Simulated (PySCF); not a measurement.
## How methods differ on the ionisation energy of B+

B+ [He] 2s2 (1S) → B(2+) [He] 2s1 (2S), as a difference of total energies. Computed with PySCF 2.14 in dyall-acv3z, with the non-relativistic Hamiltonian (point nucleus). Correlated levels: valence: 1s2 frozen; valence and next inner shell: nothing frozen; virtual orbitals above 40 to 60 times the deepest correlated orbital energy dropped. The calculations carry no spin-orbit coupling.

```
                                method  ionisation energy (eV)
                                   UHF                  23.443
                                   LDA                  24.554
                                   PBE                  24.607
                                  PBE0                  24.562
                                r2SCAN                  24.265
                               wB97X-V                  24.633
                                PBEsol                  24.414
                                 B97-3                  24.665
                               LC-wPBE                  24.682
                         MP2 (valence)                  24.468
                     SCS-MP2 (valence)                  24.673
    MP2 (valence and next inner shell)                  24.523
SCS-MP2 (valence and next inner shell)                  24.720
```

Problem. How much does correlation contribute at MP2 (valence and next inner shell)?

Solution. 24.523 − (23.443) = 1.080 eV, measured against UHF.

Errors of the correlated levels include the incompleteness of this basis and the frozen core.

MP2 underrates the near-degeneracy of ns² with np² in the lower species.

For comparison: 25.155 eV (measured; NIST Atomic Spectra Database, ionization energies).
